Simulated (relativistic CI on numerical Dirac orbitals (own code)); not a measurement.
# Energy levels of Sb⁹⁺

Method of calculation: Dirac-Coulomb-Breit CI, KLI orbitals optimised for each configuration, QED by a radiative potential, unscaled Slater integrals (own radial code, finite nucleus).

Configuration list (outside the closed core [Ar] 3d10): 4s2.4p6.4d6, 4s2.4p5.4d7, 4s2.4p6.4d5.4f, 4s2.4p6.4d5.5s, 4s2.4p6.4d5.5p, 4s.4p6.4d7, 4s2.4p5.4d6.4f, 4s2.4p6.4d4.5s.5p, 4s2.4p6.4d5.5d, 4s2.4p6.4d4.4f.5s, 4s2.4p6.4d5.6s, 4s.4p6.4d6.4f, 4s2.4p6.4d5.6p, 4s2.4p6.4d5.5f, 4s2.4p5.4d6.5s, 4s2.4p6.4d5.7s, 4s2.4p6.4d5.7p, 4s2.4p6.4d5.6f, 4s2.4p6.4d5.7f, 4s.4p6.4d6.5s, 4s2.4p6.4d4.5s2, 4s2.4p6.4d3.4f.5s2, 4s2.4p6.4d3.5s2.5p, 4s2.4p5.4d4.4f.5s2, 4p6.4d8, 4p5.4d9, 4p5.4d8.4f. Double excitations out of closed p, d and f shells are left out; levels of such configurations are missing from the list, as are those of other unlisted configurations, and high levels can miss mixing partners. These lack a partner that the ground configuration has and come out too high: 4s2.4p5.4d6.5s.

The lowest level is 4s2.4p6.4d6 5D_4, with 92 % of that term; Hund's rules for 4s2.4p6.4d6 give 5D with J = 4, in agreement.

| No. | Configuration | Term | J | E (eV) | % | Next component (%) | Landé g |
| --- | --- | --- | --- | --- | --- | --- | --- |
| 1 | 4s2.4p6.4d6 | 5D | 4 | 0.0000 | 92 | 6 3F | 1.483 |
| 2 | 4s2.4p6.4d6 | 5D | 3 | 0.7354 | 95 | 2 3F | 1.490 |
| 3 | 4s2.4p6.4d6 | 5D | 2 | 0.9981 | 88 | 7 3P | 1.488 |
| 4 | 4s2.4p6.4d6 | 5D | 1 | 1.2835 | 91 | 6 3P | 1.492 |
| 5 | 4s2.4p6.4d6 | 5D | 0 | 1.3948 | 91 | 7 3P |  |
| 6 | 4s2.4p6.4d6 | 3H | 4 | 3.5987 | 39 | 23 3G | 0.995 |
| 7 | 4s2.4p6.4d6 | 3H | 6 | 3.7914 | 89 | 9 1I | 1.151 |
| 8 | 4s2.4p6.4d6 | 3H | 5 | 3.9058 | 68 | 31 3G | 1.085 |
| 9 | 4s2.4p6.4d6 | 3P | 2 | 4.1697 | 78 | 9 5D | 1.448 |
| 10 | 4s2.4p6.4d6 | 3F | 3 | 4.7355 | 62 | 32 3G | 0.983 |
| 11 | 4s2.4p6.4d6 | 3H | 4 | 4.9223 | 48 | 44 3F | 1.029 |
| 12 | 4s2.4p6.4d6 | 3F | 2 | 4.9360 | 86 | 9 1D | 0.725 |
| 13 | 4s2.4p6.4d6 | 3G | 5 | 5.4565 | 68 | 31 3H | 1.147 |
| 14 | 4s2.4p6.4d6 | 3G | 4 | 5.8688 | 68 | 17 3F | 1.074 |
| 15 | 4s2.4p6.4d6 | 3P | 1 | 5.9076 | 64 | 29 3D | 1.208 |
| 16 | 4s2.4p6.4d6 | 3P | 0 | 6.0323 | 61 | 31 1S |  |
| 17 | 4s2.4p6.4d6 | 3G | 3 | 6.1130 | 62 | 34 3F | 0.872 |
| 18 | 4s2.4p6.4d6 | 1I | 6 | 6.3144 | 89 | 9 3H | 1.015 |
| 19 | 4s2.4p6.4d6 | 3D | 2 | 6.5191 | 76 | 10 3P | 1.167 |
| 20 | 4s2.4p6.4d6 | 3D | 3 | 6.7155 | 90 | 3 1F | 1.310 |
| 21 | 4s2.4p6.4d6 | 3D | 1 | 6.8904 | 68 | 30 3P | 0.807 |
| 22 | 4s2.4p6.4d6 | 1G | 4 | 7.5847 | 77 | 13 3F | 1.017 |
| 23 | 4s2.4p6.4d6 | 1D | 2 | 8.2879 | 73 | 9 3D | 1.018 |
| 24 | 4s2.4p6.4d6 | 3P | 0 | 8.4969 | 61 | 37 1S |  |
| 25 | 4s2.4p6.4d6 | 1F | 3 | 8.6256 | 78 | 18 3F | 1.016 |
| 26 | 4s2.4p6.4d6 | 3P | 1 | 10.3308 | 97 | 1 4s2.4p5.4d6.4f 3P | 1.491 |
| 27 | 4s2.4p6.4d6 | 3P | 0 | 10.4658 | 66 | 31 1S |  |
| 28 | 4s2.4p6.4d6 | 3F | 4 | 10.7377 | 88 | 8 1G | 1.225 |
| 29 | 4s2.4p6.4d6 | 3F | 2 | 10.8704 | 95 | 2 3D | 0.681 |
| 30 | 4s2.4p6.4d6 | 3F | 3 | 11.3781 | 78 | 15 1F | 1.075 |

Energies count from the lowest computed level.

The mean weight of the leading LS term, summed over parents, in these 30 levels is 76 %, and that of the leading jj configuration (from the same eigenvectors) 61 %, so LS coupling describes them better.

At this charge energies of transitions that change n are usually good to better than 1 %, and those within a shell (Δn = 0) to a few per cent. Terms inside the open d or f shell come out 10 to 20 % too wide with unscaled integrals. Levels and lines within the n = 5 or 6 shells can be off by up to 10 % or somewhat more, and those that change n by about 2 %, since core polarisation is missing.

Landé's interval rule says that E(J) − E(J−1) = AJ with one A. For the ground term the intervals give A = -897.8, -1150.9, -706.2, -1482.9 cm⁻¹ for J = 1, 2, 3, 4; the multiplet is inverted.

LS names give the leading component of a level, which can be under half, so a name can repeat, a term be missing and a line seem to break the LS rules.
